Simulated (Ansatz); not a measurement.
The same ligand exchange along the group Ti, Zr, Hf.

Gas-phase electronic energies from Ansatz, PBE0-D4/def2-TZVP geometries. CCSD(T)/CBS is the MP2 limit (def2-TZVPP, def2-QZVPP) plus CCSD(T) − MP2 in def2-TZVPP, frozen cores. This one scheme is used for every species. Functionals use def2-TZVPP. def2 core potentials past Kr. For Hf, Ti, Zr outer-core shells are correlated without core-valence functions, which leaves a few kJ/mol of doubt a bond. Scalar relativity is left out up to krypton. One conformer a species, not always the lowest.

| reaction | CCSD(T)/CBS(def2) (kcal/mol) |
| --- | --- |
| `[OH][Ti]([SH])([SH])[SH]` + HCl → `[SH][Ti]([SH])([SH])[Cl]` + H₂O | -7.0 |
| `[OH][Zr]([SH])([SH])[SH]` + HCl → `[SH][Zr]([SH])([SH])[Cl]` + H₂O | ? |
| `[OH][Hf]([SH])([SH])[SH]` + HCl → `[SH][Hf]([SH])([SH])[Cl]` + H₂O | -5.9 |

Fill in the missing values. (Best estimate.)

Ansatz gave: `[OH][Zr]([SH])([SH])[SH]` + HCl → `[SH][Zr]([SH])([SH])[Cl]` + H₂O: -6.8 kcal/mol.

Largest T1 diagnostic: 0.028, for `[SH][Ti]([SH])([SH])[Cl]`, so its coupled-cluster energy is less sure.
